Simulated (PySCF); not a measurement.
Geometry:
```csv
atom,x (Å),y (Å),z (Å)
B1,-0.260,-0.465,0.005
C2,1.302,-0.532,-0.034
H3,1.643,-0.514,1.019
H4,1.751,0.350,-0.517
H5,1.701,-1.452,-0.483
C6,-1.066,0.873,0.028
H7,-1.205,1.181,-1.026
H8,-0.509,1.690,0.514
H9,-2.068,0.786,0.471
Cl10,-1.163,-1.993,0.027
```

Method: geometry: PBE0-D3(BJ)/def2-SVP, shieldings: GIAO B3LYP/pcSseg-1, in PySCF 2.14 (equivalent nuclei averaged, isolated molecule, no relativistic terms, one conformer).

Referencing at the same level of theory: ¹³C, ¹H against TMS; ¹¹B vs BF3·OEt2; ³⁵Cl vs HCl.

| atoms | nucleus | count | δ (ppm) |
| --- | --- | --- | --- |
| Cl10 | ³⁵Cl | 1 | 274 |
| B1 | ¹¹B | 1 | 81.1 |
| C2/C6 | ¹³C | 2 | ? |
| H3/H4/H5/H7/H8/H9 | ¹H | 6 | ? |

Problem. Fill in the missing shifts.

Solution. 
- C2/C6: 15.8 ppm, carbon bonded to B, 3 H
- H3/H4/H5/H7/H8/H9: 0.99 ppm, hydrogen on a carbon bonded to B

A carbon bonded to boron is broadened by the quadrupolar boron nucleus and is often missing from a measured spectrum. Shifts are as computed. Against solution values, carbons near 30 ppm lie about +2 ppm off and those near 130 ppm about +6 ppm. Of 1309 compounds with measured shifts, 239 miss one by over three times the rms of a fit or turn the order of signals round; such compounds aren't used in these exercises.
